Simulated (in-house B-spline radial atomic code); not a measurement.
How numerical settings move a run on Pt+, [Xe] 4f14 5d9. Computed with a B-spline radial code for spherical atoms: Dirac-Kohn-Sham PBE, spherical fractional occupations, Fermi nucleus of rms radius 5.427 fm.

Command:
```bash
python run_scf.py task.json out
```
Settings of the sound reference run:
```
Z                78
electrons        77
configuration    [Xe] 4f14 5d9
hamiltonian      dirac
method           pbe,pbe
spin_polarised   False
nucleus          fermi
rms_radius       5.427
mass_number      195
atomic_mass      194.9648
speed_of_light   137.036
knot_spacing     0.22
spline_order     8
gauss_points     12
box_radius       35.29
max_iterations   70
damping          0.5
damped_steps     3
diis_vectors     10
tolerance        1e-08
start            Thomas-Fermi
```

Time taken, with all properties: 2.3 s on 1 thread of Arm Neoverse N1 (shared host).

It converges in 10 iterations to -18442.541613 hartree, with 5d5/2 at -13.7809 eV. The other runs change the listed settings, some to values that make no sense; their results aren't properties of the atom or ion. Radii are in bohr (the nuclear one in fm), a minus after a letter asks for a j subshell, and «unchanged» means within 1e-8 hartree. The run stops when the residual is below 10 × tolerance × max(1, Z/10), or a noise floor if that is larger, and the energy moves by less than 1e-8 × √|E| hartree; so very loose and very tight tolerances often act alike.

| changed settings | outcome |
| --- | --- |
| knot_spacing = 0.4, first_knot = 0.00385, max_iterations = 60 | converged in 10 iterations, energy -1.37e+00 hartree from the reference, 5d5/2 level -5.5e-04 eV |
| knot_spacing = 2, first_knot = 0.000128, max_iterations = 75, diis_vectors = 20 | converged in 8 iterations, energy +3.90e+03 hartree from the reference, 5d5/2 level -8.9e+01 eV (the program warns: 5d5/2 reaches the box edge; 1s1/2 reaches the box edge) |
| spline_order = 6 | converged in 10 iterations, energy +2.68e-05 hartree from the reference, 5d5/2 level +7.4e-07 eV |
| box_radius = 5.29, max_iterations = 60, start = bare nucleus | converged in 12 iterations, energy +1.44e-02 hartree from the reference, 5d5/2 level +4.7e-01 eV (the program warns: 5d5/2 reaches the box edge; 5p3/2 reaches the box edge) |
| spline_order = 3, box_radius = 70.58, max_iterations = 2 | not converged after 2 iterations, last residual 2.9e-01, last energy +5.12e+00 hartree from the reference |
| electrons = 78, configuration = [Xe] 4f14 5d9 6p-1, max_iterations = 60 | converged in 11 iterations to -18442.7107 hartree, a different physical problem |
| knot_spacing = 0.3, gauss_points = 4, max_iterations = 50, start = bare nucleus | converged in 13 iterations, energy +2.27e-04 hartree from the reference, 5d5/2 level -1.1e-05 eV |
| damped_steps = 30 | converged in 16 iterations, energy unchanged, 5d5/2 level +3.8e-05 eV |
| damped_steps = 8 | converged in 13 iterations, energy unchanged, 5d5/2 level +5.4e-05 eV |
| spline_order = 5 | converged in 10 iterations, energy +5.03e-04 hartree from the reference, 5d5/2 level -4.8e-06 eV |
| spline_order = 4 | converged in 10 iterations, energy +1.41e-02 hartree from the reference, 5d5/2 level -1.3e-04 eV |
| electrons = 80, configuration = [Xe] 4f14 5d9 6s3, max_iterations = 75 | stopped with error: shell 6s holds at most 2 electrons |
| tolerance = 1e-06 | converged in 9 iterations, energy unchanged, 5d5/2 level -4.3e-04 eV |

(1) What happens with damped_steps = 0?

(2) What happens with spline_order = 7?

(3) What happens with spline_order = 10?

(4) What happens with method = tpss,tpss?

Answers

(1) Converged in 9 iterations, energy unchanged, 5d5/2 level +1.1e-04 eV.

(2) Converged in 10 iterations, energy -2.92e-06 hartree from the reference, 5d5/2 level +2.3e-06 eV.

(3) Converged in 10 iterations, energy -3.21e-06 hartree from the reference, 5d5/2 level +1.7e-06 eV.

(4) Stopped with error: meta-GGAs are not served with the Dirac Hamiltonian.
